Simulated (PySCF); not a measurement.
Ta(O)(OH)(NH2)2 (H5N2O2Ta), SMILES [Ta]([NH2])(=[O])([OH])[NH2], multiplicity 1. Atoms are numbered in the order given.

```xyz
10

Ta    -0.0350     0.0148     0.0000
O     -1.7443    -0.2038     0.0000
O      0.5279     1.8514     0.0000
H      0.0967     2.7088     0.0000
N      0.6331    -0.8791    -1.6459
H      0.0609    -1.4221    -2.2862
H      1.6035    -0.9111    -1.9481
N      0.6331    -0.8791     1.6459
H      0.0609    -1.4221     2.2862
H      1.6035    -0.9111     1.9481
```

Coordinates come from a PBE0-D3(BJ)/def2-SVP optimisation. The spin state was assumed, not searched. The def2 effective core potentials stand for the cores of Ta; spin–orbit coupling is left out. The values are those of a single conformer.

Computed with PBE0-D3(BJ)/def2-SVP in PySCF.

Frequencies are harmonic and unscaled.

```tsv
mode	ν (cm⁻¹)	IR (km/mol)	moving atoms (share of kinetic energy)
1	171	7.6	O 38 %, N 25 %, H 24 %, Ta 13 %
2	172	1.4	H 41 %, O 38 %, N 12 %, Ta 10 %
3	178	3.0	H 38 %, O 36 %, N 24 %
4	184	0.4	N 47 %, H 25 %, O 16 %, Ta 12 %
5	197	8.0	O 40 %, N 36 %, H 23 %
6	288	26.6	H 73 %, O 20 %
7	324	90.8	H 67 %, O 29 %
8	364	3.8	H 89 %, O 10 %
9	453	138.7	H 80 %, N 20 %
10	463	216.6	H 74 %, O 24 %
11	492	215.8	H 75 %, N 23 %
12	569	0.3	H 77 %, N 21 %
13	588	16.5	H 76 %, N 19 %
14	669	161.4	N 71 %, H 15 %, Ta 13 %
15	682	67.3	N 77 %, H 14 %
16	710	102.3	O 75 %, H 13 %, Ta 9 %
17	1007	157.1	O 91 %, Ta 9 %
18	1514	47.1	H 89 %, N 11 %
19	1517	28.0	H 90 %, N 10 %
20	3585	100.4	H 96 %
21	3588	44.0	H 96 %
22	3683	10.1	H 92 %, N 8 %
23	3683	69.4	H 92 %, N 8 %
24	3970	228.5	H 94 %
```
